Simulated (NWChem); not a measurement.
# PbH2, singlet; SMILES [PbH2]

```xyz
3

Pb     0.0000     0.0000     0.0312
H      1.3091     0.0000    -1.2807
H     -1.3091     0.0000    -1.2807
```
Atoms are numbered in this order, from 1.

Results from NWChem. Low-valent species are run as closed-shell singlets; no triplet was tried in these runs. Geometry: optimised at PBE0/def2-SVP. def2 effective core potentials on Pb; no spin-orbit coupling. Ions are spin-unrestricted doublets at the neutral geometry; other ion states weren't tried. Functional: LC-ωPBE (HJS hole) with def2-SVP; rows give the range parameter ω in 1/bohr.

```json
[
 {"range parameter (1/bohr)": "0.15", "vertical ionisation energy, ΔSCF (eV)": "8.93", "−ε(HOMO) (eV)": "7.66", "ΔSCF minus −ε(HOMO) (eV)": "1.27"},
 {"range parameter (1/bohr)": "0.20", "vertical ionisation energy, ΔSCF (eV)": "8.94", "−ε(HOMO) (eV)": "8.09", "ΔSCF minus −ε(HOMO) (eV)": "0.85"},
 {"range parameter (1/bohr)": "0.25", "vertical ionisation energy, ΔSCF (eV)": "8.97", "−ε(HOMO) (eV)": "8.44", "ΔSCF minus −ε(HOMO) (eV)": "0.53"},
 {"range parameter (1/bohr)": "0.30", "vertical ionisation energy, ΔSCF (eV)": "8.99", "−ε(HOMO) (eV)": "8.71", "ΔSCF minus −ε(HOMO) (eV)": "0.28"},
 {"range parameter (1/bohr)": "0.60", "vertical ionisation energy, ΔSCF (eV)": "9.12", "−ε(HOMO) (eV)": "9.48", "ΔSCF minus −ε(HOMO) (eV)": "-0.36"}
]
```
